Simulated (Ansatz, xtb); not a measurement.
Stretching the Ge1–H4 bond in GeH4O2 (SMILES [OH][GeH2][OH]) (multiplicity 1 held, fragments rigid). Energies count from the point at 1.534 Å.
Geometry at that point (charge 0, multiplicity 1):
```xyz
7

Ge     0.33884    -0.06566     0.00760
O     -0.42944     1.43258     0.60497
O     -0.90670    -1.17365    -0.63493
H      1.02668    -0.63794     1.25326
H      1.24372     0.19796    -1.20236
H     -0.88343     1.92366    -0.08772
H     -1.54067    -1.45390     0.03337
```

R- and RO- levels are restricted; in cc, def2 and unpolarised 6-31G sets they are followed outwards from rest. Curves can end on different states.

Correlated levels freeze the cores. Filled d and f shells under p-block atoms count as core.

The values were computed with Ansatz (Gaussian basis) for Hartree–Fock, density functionals and correlated methods; xtb for the GFN methods.  The GFN methods have no spin term and hold the electronic entropy of 300 K.

Task: One of these levels gives 176.54 kcal/mol for the energy at R = 4.908 Å. Name it.
A. R-HF/cc-pVDZ
B. R-SCS-MP2/cc-pVDZ
C. GFN2-xTB
D. R-MP2/cc-pVDZ

Result: A, R-HF/cc-pVDZ. The others give 90.81 (GFN2-xTB), 114.47 (R-MP2/cc-pVDZ), 104.69 (R-SCS-MP2/cc-pVDZ)

Doubts at one or more of the structures used: a restricted determinant that unrestricted orbitals would lower (R-HF/cc-pVDZ, R-MP2/cc-pVDZ, R-SCS-MP2/cc-pVDZ).

Ansatz is an electronic-structure program.
